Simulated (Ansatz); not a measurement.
```xyz
2

Mg   -0.0058   -0.0023   -0.7068
O     0.0083    0.0021    1.0434
```

Basis set: def2-TZVP (spherical functions). Left uncorrelated: 2 orbitals. Charge 0, multiplicity 1.

Computed with Ansatz (development build ahead of 0.2.0); each method stands on the lowest determinant of its kind that the runs found. Restricted open shells among the atoms or ions are ROHF, correlated in semicanonical orbitals with singles.

(1) Give the atomization energy at this shape (free ground-state atoms in the same class of orbitals less the molecule, no zero-point energy) of singlet MgO by RHF-MP2, RHF.

Answers

(1)

| method | atomization energy |
| --- | --- |
| RHF-MP2 | 3.05 eV |
| RHF | -1.13 eV |

Caution: in another basis set an unrestricted determinant lies well below. Caution for RHF: the molecule lies well above its atoms at this level.
